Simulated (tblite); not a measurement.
Start geometry of `C=[C]CC#CC#N` [radical] from a force field or distance geometry (Å):
```
atom  x, y, z in Å
C1    -2.0405   -0.0325    1.4988
C2    -1.3279    0.1831    0.4323
C3    -0.4909    0.4094   -0.7510
C4     0.7786   -0.2977   -0.7211
C5     1.8248   -0.8957   -0.6687
C6     3.1644   -1.6525   -0.6285
N7     4.1810   -2.2171   -0.5950
H8    -3.0155    0.4423    1.6106
H9    -1.6895   -0.6785    2.2968
H10   -1.0650    0.1052   -1.6403
H11   -0.3141    1.4859   -0.8599
```

What comes out of this run: GFN2-xTB geometry optimisation, gas phase (tblite 0.8.0)?

```
atom  x, y, z in Å
C1    -1.5622   -0.2048    1.3490
C2    -1.4580    0.3853    0.2067
C3    -0.6097    0.5929   -0.9685
C4     0.6037   -0.1703   -0.7837
C5     1.5503   -0.8591   -0.4733
C6     2.6466   -1.6126   -0.1958
N7     3.5719   -2.2529    0.0446
H8    -2.4381   -0.0820    1.9697
H9    -0.8026   -0.8597    1.7801
H10   -1.1272    0.2593   -1.8747
H11   -0.3692    1.6559   -1.0800
```

The energy falls by 17.5 kcal/mol over 58 L-BFGS steps, the largest force on an atom goes from 4.38 to 0.005 eV/Å, and the atoms move by 0.593 Å rms after alignment. The bond that changes most is C5–C6 (ends: carbon bonded to 2 C; carbon bonded to C and N), which shortens by 0.180 Å. Bonds longer at the end by more than 0.005 Å: 1 of 10; shorter: 6. Among the angles that change most is C1–C2–C3, from 178.4° to 145.3°. Rotational constants go from 10175, 944.3, 868.7 to 7559, 1250, 1080 MHz. The orientation of the end geometry is arbitrary; only internal coordinates are fixed.

Its GFN2-xTB frequencies are all real (lowest 66 cm⁻¹).

One conformer stands for the species.

All values are computed, not measured.
